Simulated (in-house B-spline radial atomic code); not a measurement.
Configurations of Mn8+, with energies counted from [Ne] 3s2 3p5. Computed with an all-electron radial atomic-structure program (B-spline basis): Dirac-Hartree-Fock, average of configuration, Fermi nucleus of rms radius 3.7057 fm. Energies include first-order Breit, QED and recoil terms.

Occupations are held fixed; configurations that lie above the ionisation limit could autoionise.

```
       configuration  E - E(ref) (eV)  highest orbital  its <r> (bohr)
    [Ne] 3s2 3p4 3d1           51.351            3d5/2          0.7857
    [Ne] 3s2 3p4 6s1           180.83            6s1/2           4.473
    [Ne] 3s2 3p4 6g1           191.39            6g9/2           4.867
    [Ne] 3s2 3p4 7s1           193.15            7s1/2           6.367
    [Ne] 3s2 3p4 7g1           199.52            7g9/2           7.028
    [Ne] 3s1 3p5 5d1           210.21            5d5/2           3.293
[He] 2s2 2p5 3s2 3p6           621.07            3p3/2          0.7737
```

(1) Order these further configurations by energy, lowest first.
A. [Ne] 3s2 3p4 4d1
B. [Ne] 3s1 3p5 3d1
C. [Ne] 3s2 3p4 6d1
D. [Ne] 3s2 3p4 5s1
E. [Ne] 3s1 3p5 6g1

(2) How far above the reference does [Ne] 3s2 3p4 6f1 lie?

(3) How far above the reference does [Ne] 3s1 3p5 5f1 lie?

(4) How far above the reference does [Ne] 3s1 3p6 lie?

Answers

(1) B (89.719 eV), A (139.1 eV), D (158.45 eV), C (187.68 eV), E (230.39 eV).

(2) 190.57 eV; its least bound orbital is 6f7/2 with <r> = 5.142 bohr.

(3) 215.53 eV; its least bound orbital is 5f7/2 with <r> = 3.338 bohr.

(4) 40.895 eV; its least bound orbital is 3p3/2 with <r> = 0.7998 bohr.
